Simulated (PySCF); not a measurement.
Ru²⁺ (ruthenium, charge +2) across methods

[Kr] 4d5 5s1, high-spin 7S determinant (an excited configuration). Calculation: PySCF 2.14, in aug-cc-pwCVTZ-PP with ECP28MDF; a scalar-relativistic core potential.

```
 method  E (hartree)  mean ε 4p β (eV)  mean ε 4d α (eV)  mean ε 5s α (eV)  Σ⟨r²⟩ (bohr²)    ⟨S²⟩
    UHF    -92.94840           -76.496           -36.326           -24.182          31.54  12.001
   PBE0     -93.4834           -70.470           -30.978           -22.407          31.37  12.000
wB97M-V     -93.4036           -73.354           -33.317           -24.427          31.43  12.000
 r2SCAN     -93.5406           -68.730           -29.538           -21.935          31.23  12.000
    PBE     -93.4881           -67.965           -28.940           -21.661          31.43  12.000
    LDA     -93.2614           -67.965           -28.975           -21.982          31.52  12.000
  M06-L     -93.5238           -68.504           -29.205           -21.230          31.12  12.000
   BP86     -93.5509           -68.220           -28.985           -21.822          31.37  12.000
```

Energies and moments cover only the electrons outside the core potential.
